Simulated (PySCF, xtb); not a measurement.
F₂H₅NOSi₂, SMILES N[SiH2]O[SiH](F)F. The values are those of a single conformer.

Harmonic wavenumbers (cm⁻¹) from xtb 6.7.1 with GFN2-xTB at its own minimum, in rising order: 8, 36, 57, 174, 207, 234, 250, 331, 482, 543, 558, 594, 623, 691, 730, 790, 820, 861, 890, 920, 1153, 1507, 2222, 2297, 2522, 3477, 3529.

Q: What does PBE-D3(BJ)/def2-SVP in PySCF give at its own minimum? (The exact figures need the calculation; the answer reports its results.)

A: 29, 42, 74, 213, 267, 285, 337, 401, 432, 541, 601, 777, 789, 812, 837, 862, 882, 904, 922, 945, 1049, 1497, 2199, 2222, 2286, 3490, 3586. Paired by order, the mean absolute difference is 66 cm⁻¹ and the zero-point energies are 37.9 and 39.0 kcal/mol.
